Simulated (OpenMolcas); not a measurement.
Ionisation energies of selenium

```
Program             : OpenMolcas 26.06
Basis               : ANO-R2 [6s6p4d3f1g]
Scalar Hamiltonian  : X2C, finite nucleus
Spin-orbit coupling : state interaction with AMFI integrals over the reference wave functions, term energies averaged over their components
```

Active shells in each charge state: the valence s, p shells, with orbitals averaged over the low states. Where CASPT2's correlated closed shells are named, they are those of the first ion.

A. CASSCF
B. SS-CASPT2, IPEA 0.25 Eh, imaginary shift 0.1 Eh (closed shells correlated: 3d)
C. SS-CASPT2, IPEA 0 Eh, imaginary shift 0.1 Eh (closed shells correlated: 3d)
D. SS-CASPT2, IPEA 0.25 Eh, imaginary shift 0.1 Eh (closed shells correlated: 3s 3p 3d)
E. SS-CASPT2, IPEA 0.25 Eh, imaginary shift 0.1 Eh (closed shells correlated: none)

Energies in eV between the lowest computed levels, named as in B; reference values from the NIST Atomic Spectra Database with their kind.

```json
{"From": "Se2+ 4s2 4p2 3P0", "To": "Se3+ 4s2 4p 2P* 1/2", "A": "30.745", "B": "31.697", "C": "31.792", "D": "31.687", "E": "31.396", "Spin-orbit share in B": "+0.007", "Reference": "31.697 (measured)"}
{"From": "Se3+ 4s2 4p 2P* 1/2", "To": "Se4+ 4s2 1S0", "A": "41.811", "B": "42.949", "C": "43.039", "D": "42.952", "E": "42.544", "Spin-orbit share in B": "+0.325", "Reference": "42.947 (measured)"}
{"From": "Se4+ 4s2 1S0", "To": "Se5+ 4s 2S 1/2", "A": "66.649", "B": "67.400", "C": "67.401", "D": "67.413", "E": "66.728", "Spin-orbit share in B": "+0.000", "Reference": "68.300 (semi-empirical)"}
{"From": "Se5+ 4s 2S 1/2", "To": "Se6+ 3d10 1S0", "A": "80.552", "B": "81.544", "C": "81.559", "D": "81.574", "E": "80.552", "Spin-orbit share in B": "+0.000", "Reference": "81.830 (measured)"}
```

Steps that some method lacks are left out, and so are those with a state whose active s or d shell is doubly occupied in every root (s and p with five to eight electrons, d10) over a frozen core shell of the same l, since the two then mix freely.

Error against the reference values, in %:

| From | Reference | A | B | C | D | E |
| --- | --- | --- | --- | --- | --- | --- |
| Se2+ | measured | -3.0 | 0 | +0.3 | 0 | -0.9 |
| Se3+ | measured | -2.6 | 0 | +0.2 | 0 | -0.9 |
| Se4+ | semi-empirical | -2.4 | -1.3 | -1.3 | -1.3 | -2.3 |
| Se5+ | measured | -1.6 | -0.3 | -0.3 | -0.3 | -1.6 |

Mean absolute error over the 3 measured values: A 1.12 eV, B 0.10 eV, C 0.15 eV, D 0.09 eV, E 0.66 eV.

* marks odd parity.
